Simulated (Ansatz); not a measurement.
## The atomisation energy (no zero-point term) down a group: B to In

Gas-phase molecules, one atom swapped for its congeners: BH(CH3)2(SH2); AlH(CH3)2(SH2); GaH(CH3)2(SH2); InH(CH3)2(SH2). All are singlets with charge 0.

Shapes, held fixed at every level: PBE0-D4/def2-TZVP. Flexible molecules stand in one conformer, not always the lowest. Programs: Ansatz 0.2.0. Values in eV.

How should the atomisation energy change along the series?

At CCSD(T)/def2-TZVPP the atomisation energy falls at every step, from 45.98 to 41.19 eV. Every level shows the same order. For atoms past krypton def2 sets carry core potentials with scalar relativity. Relativity is left out for Ga. Outer-core shells of Ga, In are correlated in most correlated rows, in sets that cover them unevenly. Spin-orbit coupling, which grows down the group, is left out (summed over each molecule's free atoms 0.03, 0.04, 0.10, 0.21 eV). Coupled cluster in double- or triple-zeta sets underbinds by a few per cent against its basis-set limit. CCSD also lacks the triples, which bind further.

```csv
level,BH(CH3)2(SH2),AlH(CH3)2(SH2),GaH(CH3)2(SH2),InH(CH3)2(SH2)
HF/def2-SVP,36.05,33.55,32.49,31.10
PBE0-D4/def2-TZVPP,47.19,44.01,43.08,41.75
MP2/def2-SVP,44.91,41.79,40.97,39.54
MP2/def2-TZVPP,46.15,43.21,42.50,41.02
CCSD(T)/def2-SVP,44.95,42.00,41.14,39.76
CCSD/def2-TZVPP,45.47,42.79,42.05,40.70
CCSD(T)/def2-TZVPP,45.98,43.25,42.52,41.19
```
